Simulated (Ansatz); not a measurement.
Geometry optimisation, RKS PBE/def2-TZVP in Ansatz.

The input (input.yaml):

```yaml
crystal:
  periodic: [false, false, false]
  atoms:
    - { symbol: Sn, position_ang: [0.0, 0.0, 0.0] }
    - { symbol: C, position_ang: [0.0, 0.0, 2.15] }
    - { symbol: H, position_ang: [-0.9996, -0.3092, 2.5205] }
    - { symbol: H, position_ang: [0.7676, -0.7111, 2.5205] }
    - { symbol: H, position_ang: [0.232, 1.0203, 2.5205] }
    - { symbol: H, position_ang: [1.6408, 0.0, -0.5794] }
    - { symbol: H, position_ang: [-0.8195, 1.4198, -0.5794] }
    - { symbol: H, position_ang: [-0.8195, -1.4198, -0.5794] }
basis:
  gaussian: { orbitals: def2-TZVP }
hamiltonian:
  xc: pbe
relax:
  f_tol: 0.02
  max_steps: 40
```

Command:

```bash
$ ansatz run input.yaml --threads 2 --pin off --max-ram 3072MiB --backend cpu --events-out ev --progress --plain --runs-dir out
```

Task: Where does it end, and by what steps?

Result: The forces met the threshold. The force dipped under the threshold on the way, but the program's further checks kept it going. After 8 steps the energy has fallen by 0.021 eV; H4 moved furthest, 0.21 Å.

| step | energy less start (eV) | largest force component (eV/Å) | accepted |
| --- | --- | --- | --- |
| 0 | 0.0000 | 0.447 | yes |
| 1 | -0.0119 | 0.149 | yes |
| 2 | -0.0107 | 0.429 | no |
| 3 | -0.0184 | 0.028 | yes |
| 4 | -0.0189 | 0.039 | yes |
| 5 | -0.0197 | 0.077 | yes |
| 6 | -0.0202 | 0.030 | yes |
| 7 | -0.0205 | 0.002 | yes |
| 8 | -0.0206 | 0.018 | yes |

```xyz
8
Properties=species:S:1:pos:R:3
Sn 0.001 0.000 0.000
C 0.000 0.000 2.160
H -1.027 -0.103 2.532
H 0.603 -0.838 2.532
H 0.424 0.941 2.532
H 1.612 0.131 -0.596
H -0.918 1.331 -0.593
H -0.691 -1.462 -0.593
```

Whether the end is a true minimum wasn't checked by a vibrational analysis.

Run time: 14 s on 2 threads of Arm Neoverse V1, on a shared host, peak memory 0.18 GiB.
